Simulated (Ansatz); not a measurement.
One change: `[OH][In]([OH])[Cl]` becomes `[OH][In]([OH])[F]`.

Ansatz, PBE0-D4/def2-TZVP geometries, multiplicity 1. Each molecule was computed in one conformer, which needn't be the lowest.

Elements past krypton have def2 core potentials.

| property | `[OH][In]([OH])[Cl]` |
| --- | --- |
| size of the dipole moment (ωB97M-V/def2-TZVPP) / D | 1.52 |
| HOMO–LUMO gap (PBE0/def2-TZVPP) / eV | 6.73 |
| HOMO energy (B3LYP/def2-TZVPP) / eV | -8.68 |
| size of the dipole moment (B3LYP/def2-TZVPP) / D | 1.53 |
| HOMO energy (PBE0/def2-TZVPP) / eV | -8.95 |
| LUMO energy (PBE/def2-TZVPP) / eV | -3.13 |

(1) What does the change do to each property? (An estimate is asked.)

Answers

(1) The calculation gave: 
```json
{"property": "size of the dipole moment (ωB97M-V/def2-TZVPP) / D", "`[OH][In]([OH])[F]`": "2.05", "shift": "0.53"}
{"property": "HOMO–LUMO gap (PBE0/def2-TZVPP) / eV", "`[OH][In]([OH])[F]`": "6.73", "shift": "0.00"}
{"property": "HOMO energy (B3LYP/def2-TZVPP) / eV", "`[OH][In]([OH])[F]`": "-8.81", "shift": "-0.13"}
{"property": "size of the dipole moment (B3LYP/def2-TZVPP) / D", "`[OH][In]([OH])[F]`": "2.10", "shift": "0.57"}
{"property": "HOMO energy (PBE0/def2-TZVPP) / eV", "`[OH][In]([OH])[F]`": "-9.07", "shift": "-0.12"}
{"property": "LUMO energy (PBE/def2-TZVPP) / eV", "`[OH][In]([OH])[F]`": "-3.26", "shift": "-0.13"}
```

Dipoles are sizes alone; their direction can turn.

B3LYP here is the variant with VWN-RPA as its local correlation; programs differ in this.
